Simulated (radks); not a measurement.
Q: All-electron atom: Te3+ in [Kr] 4d10 5s2 5p1. Calculated with a radial shooting solver on a logarithmic mesh with Libxc functionals: scalar-relativistic Kohn-Sham, XLYP, spin-polarised, spherical densities, finite nucleus; open shells are filled with parallel spins first (spin-orbit coupling, left out, can overturn this in heavy ions); Fermi nuclear charge, rms radius 4.7423 fm. Some entries of the table are withheld. Estimate them.

orbital  occ.  eigenvalue (hartree)  <r^2> (bohr^2)  r(max) (bohr)
1s up       1             -1163.700        0.001048        0.01794
1s down     1             -1163.699        0.001048        0.01794
2s up       1             -179.4225         0.01694         0.1013
2s down     1             -179.4219         0.01694         0.1013
2p up       3             -161.2004         0.01339        0.08121
2p down     3             -161.1992         0.01339        0.08121
3s up       1             -36.60821          0.1186         0.2926
3s down     1             -36.60698          0.1186         0.2926
3p up       3             -30.68487          0.1190         0.2862
3p down     3             -30.68347          0.1190         0.2862
3d up       5             -21.72362          0.1043         0.2378
3d down     5             -21.72229          0.1043         0.2378
4s up       1              -7.16717          0.6599         0.7006
4s down     1              -7.16410          0.6597         0.7007
4p up       3              -5.32980          0.7672         0.7374
4p down     3              -5.32652          0.7665         0.7375
4d up       5              -2.65233           1.094         0.8095
4d down     5              -2.64670           1.088         0.8094
5s up       1              -1.58334           4.144            (1)
5s down     1              -1.55284           4.146            (2)
5p up       1              -1.17729             (3)          1.985
5p down     0              -1.14644             (4)          1.981
5d up       0              -0.67096           10.82            (5)
5d down     0              -0.65109           11.20            (6)
6s up       0              -0.62538           18.20          3.910
4f up       0              -0.44581           11.95          2.702

A: 
(1) 5s up r(max) (bohr): 1.730
(2) 5s down r(max) (bohr): 1.722
(3) 5p up <r^2> (bohr^2): 5.599
(4) 5p down <r^2> (bohr^2): 5.680
(5) 5d up r(max) (bohr): 2.734
(6) 5d down r(max) (bohr): 2.801
